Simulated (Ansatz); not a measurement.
Reaction (ligand exchange at the Si–N bond): `[AlH2][NH][SiH2]O[SiH3]` + CH₃OH → `CO[SiH2]O[SiH3]` + `[NH2][AlH2]`

Gas-phase electronic energies from Ansatz, PBE0-D4/def2-TZVP geometries. CCSD(T)/CBS adds triple-zeta CCSD(T) − MP2 to the extrapolated MP2 energy (def2 sets, frozen cores). This one scheme is used for every species. Functionals use def2-TZVPP. One conformer a species, not always the lowest.

```
             level  ΔE (kJ/mol)
           BLYP-D4        -42.7
      MP2/def2-SVP        -36.3
     HF/def2-QZVPP        -45.9
SCS-MP2/def2-QZVPP        -40.9
```

Q: What does CCSD(T)/CBS give? (Estimate.)

A: The calculation gave: -39.1 kJ/mol. The listed levels differ from it by -3.6, 2.8, -6.8, -1.8 kJ/mol.

Largest T1 diagnostic among the species: 0.012.

Leaving LDA and LC-ωPBE aside and taking each functional with its dispersion term where it has one, the values, not all of them listed here, spread over 8.7 kJ/mol, from CAM-B3LYP-D4 to revPBE-D4. In def2-TZVPP, CCSD(T) changes the Hartree–Fock value by +6.6 kJ/mol (the triples alone add +1.0 kJ/mol) and MP2 by +6.2 kJ/mol.
